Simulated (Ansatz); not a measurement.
CH7B2NSi, SMILES `C[Si]1(N)BB1`. Charge 0, multiplicity 1.

Z-matrix (Å, degrees):
```
C
Si 1 1.868
H 1 1.088 2 111.8
H 1 1.094 2 109.5 3 -120.4
H 1 1.093 2 109.9 3 121.0
N 2 1.696 1 104.7 3 -179.7
B 2 2.090 1 105.8 3 -6.3
B 2 2.001 1 146.1 3 9.3
H 6 1.006 2 123.1 1 -2.0
H 6 1.005 2 123.3 1 -179.2
H 7 1.182 2 105.5 1 -4.8
H 8 1.184 2 107.3 1 166.2
```

(1) What are the harmonic wavenumbers in cm⁻¹ at PBE0-D4/def2-TZVP (Ansatz, finite differences of forces, unscaled)? (An estimate is asked.)

(2) Is this a minimum?

(3) Give the ideal-gas thermochemistry at 298.15 K and 1 bar (rigid rotor, harmonic oscillator; point group C1, symmetry number 1).

(4) Rotational constants (cm⁻¹)?

Results:

(1) Computed: 43, 83, 128, 238, 264, 297, 334, 422, 502, 513, 616, 694, 714, 763, 771, 820, 866, 940, 1270, 1348, 1443, 1448, 1572, 2735, 2782, 3051, 3126, 3175, 3617, 3724.

(2) Yes, all 30 modes are real.

(3) Zero-point energy 229.1 kJ/mol; H(298) − E = 253.6 kJ/mol; entropy 366.7 J/(mol·K), of which translation 163.9, rotation 109.7, vibration 93.1; G(298) − E = 144.3 kJ/mol. Modes under 100 cm⁻¹ are hindered rotations or soft bends, so the harmonic entropy is rough.

(4) 0.189, 0.1308, 0.07911.
